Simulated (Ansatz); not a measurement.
Geometry optimisation, Ansatz, UHF/def2-SVP.

Input file:

```yaml
crystal:
  periodic: [false, false, false]
  atoms:
    - { symbol: B, position_ang: [0.030134, -0.067839, -0.133776] }
    - { symbol: F, position_ang: [0.014378, -0.117651, 1.188895] }
    - { symbol: H, position_ang: [1.041218, 0.211792, -0.699193] }
    - { symbol: O, position_ang: [-1.08406, -0.330877, -0.818114] }
    - { symbol: H, position_ang: [-1.838414, -0.542848, -0.287268] }
    - { symbol: F, position_ang: [-0.084657, 0.000722, 3.532955] }
magnetization:
  spin_polarized: true
  initial_magnetization: 1
basis:
  gaussian: { orbitals: def2-SVP }
hamiltonian:
  xc: hf
relax:
  f_tol: 0.03
  max_steps: 50
```

Launched with:

```bash
$ ansatz run input.yaml --threads 1 --pin off --max-ram 2048MiB --backend cpu --events-out ev --progress --plain --runs-dir out
```

Question: Where does it end, and by what steps?

Answer: The run converged. After 5 steps the energy has fallen by 0.041 eV; F6 moved furthest, 0.34 Å.

```tsv
step	energy less start (eV)	largest force component (eV/Å)	accepted
0	0.0000	0.275	yes
1	-0.0223	0.151	yes
2	-0.0346	0.372	yes
3	-0.0299	0.529	no
4	-0.0402	0.092	yes
5	-0.0407	0.017	yes
```

```xyz
6
Properties=species:S:1:pos:R:3
B 0.035 -0.069 -0.213
F 0.053 -0.114 1.111
H 1.033 0.207 -0.802
O -1.096 -0.333 -0.867
H -1.837 -0.543 -0.316
F -0.110 0.005 3.870
```

Whether the end is a true minimum wasn't checked by a vibrational analysis.

Time of the run: 14 s on 1 thread of Arm Neoverse V1 (shared host), peak memory 0.13 GiB.
